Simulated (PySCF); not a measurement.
PySCF input file for SeCl₃, SMILES Cl[Se](Cl)Cl, multiplicity 2, PBE-D3(BJ)/def2-SVP. Geometry: PBE-D3(BJ)/def2-SVP. The multiplicity is an assumed one; other spin states were not compared. The isomer is the one that the SMILES or the coordinates give; other isomers of the formula were not compared.

```python
import numpy as np
from pyscf import gto, scf, dft, df
from pyscf.hessian import thermo

mol = gto.M(
    atom='''
    Se   -0.22484871   -0.28404036    0.00000000
    Cl    0.19142385   -0.66509900    2.26666968
    Cl    0.19142385   -0.66509901   -2.26666968
    Cl    0.06684972    1.89827873   -0.00000001
    ''',
    basis='def2-SVP',
    charge=0,
    spin=1,
    max_memory=1600,
    verbose=3,
)
mf = dft.UKS(mol, xc='pbe').density_fit(auxbasis='def2-universal-jkfit')
mf.disp = 'd3bj'
mf.grids.level = 3
mf.conv_tol = 1e-11
mf.max_cycle = 100
mf.kernel()
fine, coarse = mf.grids, dft.Grids(mol).set(level=1).build(with_non0tab=True)
for _ in range(3):  # follow internal instabilities
    mf.grids = coarse
    mo, _, stable, _ = mf.stability(return_status=True, nroots=4)
    mf.grids = fine
    if stable:
        break
    mf.kernel(mf.make_rdm1(mo, mf.mo_occ))

# [left out here: the lines that compute and print the analytic Hessian (its translational invariance restored by hand, since the grid's response is missing), thermochemistry and intensities]
```

Output:

```

WARN: HOMO -0.221881897506082 >= LUMO -0.221881897506087

converged SCF energy = -3780.50099065948  <S^2> = 0.75128745  2S+1 = 2.001287
<class 'pyscf.df.df_jk.DFUKS'> wavefunction is stable in the internal stability analysis

WARN: DFTD3 does not support analytical Hessian, using finite difference


WARN: Mole.unit (angstrom) is changed to Bohr

Mode                                 0                   1                   2
Irrep
Freq [cm^-1]                       55.3884             95.9184            135.1918
Reduced mass [au]                  40.7269             47.5750             36.9793
Force const [Dyne/A]                0.0736              0.2579              0.3982
Char temp [K]                      79.6916            138.0052            194.5108
Normal mode                   x     y     z       x     y     z       x     y     z
       0  Se                 0.02 -0.05 -0.00   -0.08 -0.01  0.00   -0.00  0.00 -0.03
       1  Cl                -0.03  0.08  0.04    0.07  0.04 -0.02    0.00  0.07 -0.03
       2  Cl                -0.03  0.08 -0.04    0.07  0.04  0.02   -0.00 -0.07 -0.03
       3  Cl                 0.01 -0.06  0.00    0.03 -0.04 -0.00    0.00 -0.00  0.13
Mode                                 3                   4                   5
Irrep
Freq [cm^-1]                      284.9238            298.7700            373.4851
Reduced mass [au]                  37.0847             48.1284             42.9004
Force const [Dyne/A]                1.7738              2.5312              3.5258
Char temp [K]                     409.9419            429.8635            537.3620
Normal mode                   x     y     z       x     y     z       x     y     z
       0  Se                -0.02  0.02 -0.00   -0.00 -0.00  0.08    0.01  0.06  0.00
       1  Cl                 0.02 -0.02  0.11   -0.02  0.01 -0.08   -0.01 -0.00 -0.02
       2  Cl                 0.02 -0.02 -0.11    0.02 -0.01 -0.08   -0.01 -0.00  0.02
       3  Cl                -0.00 -0.01 -0.00    0.00  0.00 -0.01   -0.02 -0.13 -0.00
temperature 298.1500 [K]
pressure 101325.00 [Pa]
Rotational constants [GHz] 2.93518 1.36221 0.95405
Symmetry number 1
Zero-point energy (ZPE) 0.00283 [Eh]   7438.843 [J/mol]
                           tot       elec      trans        rot        vib
Entropy [J/mol/K]       363.055      5.763    173.874    120.596     62.821
Cv [J/mol/K]             69.921      0.000     12.472     12.472     44.978
Cp [J/mol/K]             78.235      0.000     20.786     12.472     44.978
Internal energy [J/mol]                      3718.434   3718.434  16451.202
Internal energy [Eh]   -3780.49189  -3780.50099
Enthalpy [J/mol]                             6197.391   3718.434  16451.202
Enthalpy [Eh]          -3780.49095
Gibbs free energy [J/mol]                  -45643.173 -32237.359  -2278.995
Gibbs free energy [Eh] -3780.53218
mode   freq/cm-1   IR/(km/mol)
   1       55.39         0.690
   2       95.92         2.250
   3      135.19         0.016
   4      284.92         9.726
   5      298.77       131.650
   6      373.49        32.507
max |gradient| / (hartree/bohr): 4.2442052338963145e-05
APT charges: [ 1.2697 -0.4692 -0.4692 -0.3314]
```

The run converged.
